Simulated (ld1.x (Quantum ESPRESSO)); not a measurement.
I (Z = 53): one change to a TM potential, before and after

ld1.x (Quantum ESPRESSO) 7.5 input, shortened:

```
&input
   title='I', zed=53., rel=1, dft='PBESOL', iswitch=3,
   config='[Kr] 4d10 5s1.5 5p5.5'
 /
 &inputp
   pseudotype=2, tm=.true., lloc=0,
   nlcc=.true., new_core_ps=.true.
 /
3
5P  2  1   5.50   0.00  1.55  1.55  0.0
4D  3  2  10.00   0.00  1.35  1.35  0.0
5S  1  0   1.50   0.00  1.30  1.30  0.0
 &test
   configts(1)='4d10 5s1.5 5p5.5'
 /
```

Change: all radii but the core radius scaled by about 1.10 (s 1.42, p 1.70, d 1.48 bohr).

Cutoffs: the cutoffs (Ry, on a coarse ladder) from which the occupation-weighted sum of valence levels, in a spherical-Bessel basis at the reference potential, stays within 10 and 1 mRy of its value at 400 Ry; they do not see the model core or the augmentation charge, which bear on the density cutoff. Errors are all-electron minus pseudo energies relative to the spin-unpolarised reference configuration.

Task: What does the change do?

Result: The potential gets softer (140 Ry and 230 Ry → 100 Ry and 180 Ry); the bound ghost in p disappears; of the 7 tests that both files solve, the error grows in 2 and shrinks in 5 by more than 15 % and 0.3 meV (median size 2.1 → 1.0 meV). A larger radius leaves more room for a smooth pseudo-wave, so fewer plane waves are needed.

| quantity | base | changed |
| --- | --- | --- |
| cutoff, loose | 140 Ry | 100 Ry |
| cutoff, tight | 230 Ry | 180 Ry |
| loose cutoff by channel (10 mRy a level) | p 45 Ry, d 90 Ry, s 50 Ry | p 21 Ry, d 90 Ry, s 40 Ry |
| bound ghosts | p | none |
| error for 4d10 5s2 5p5, meV [ΔE -5.20 eV] | -1.1 | -0.2 |
| error for 4d10 5s2 5p4, meV [ΔE 5.95 eV] | -5.6 | -3.6 |
| error for 4d10 5s2 5p3, meV [ΔE 25.84 eV] | -8.2 | -3.4 |
| error for 4d10 5s2 5p5.3, meV [ΔE -6.98 eV] | 0.0 | +0.9 |
| error for 4d10 5s1 5p6, meV [ΔE 5.25 eV] | -2.1 | -1.0 |
| error for 4d10 5s1 5p5, meV [ΔE 16.96 eV] | -3.0 | -0.2 |
| error for 4d10 5s2 5p2, meV [ΔE 55.22 eV] | +0.3 | +3.8 |

 A true bound ghost makes a file unfit for plane-wave use even where its test errors are small: the radial tests pick states by their node count and pass the ghost by.
